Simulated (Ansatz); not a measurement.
Reaction (redistribution): `B[Si](O)(F)Cl` + `C=NB(N)O` → `C=N[Si](O)(F)Cl` + `BB(N)O`

Program: Ansatz. Geometries: PBE0-D4/def2-TZVP. ΔE: electronic, gas phase. CCSD(T)/CBS adds triple-zeta CCSD(T) − MP2 to the extrapolated MP2 energy (def2 sets, frozen cores). DFT in def2-TZVPP. One conformer a species, not always the lowest.

| level | ΔE (kJ/mol) |
| --- | --- |
| BHLYP | 7.6 |
| CCSD/CBS(def2) | 4.4 |

Task: What does CCSD(T)/CBS give? (An estimate is asked.)

Result: The calculation gave: +3.7 kJ/mol. The listed levels differ from it by 3.9, 0.7 kJ/mol.

Largest T1 diagnostic among the species: 0.013.

At CCSD(T), def2-SVP lies +17.2 kJ/mol from the extrapolated value and def2-TZVPP +1.2 kJ/mol. Leaving LDA and LC-ωPBE aside and taking each functional with its dispersion term where it has one, the values, not all of them listed here, spread over 6.4 kJ/mol, from B97M-V to PBE-D4. From BLYP to BHLYP (50 % exact exchange), in def2-TZVPP and without D4, ΔE moves by −3.2 kJ/mol.
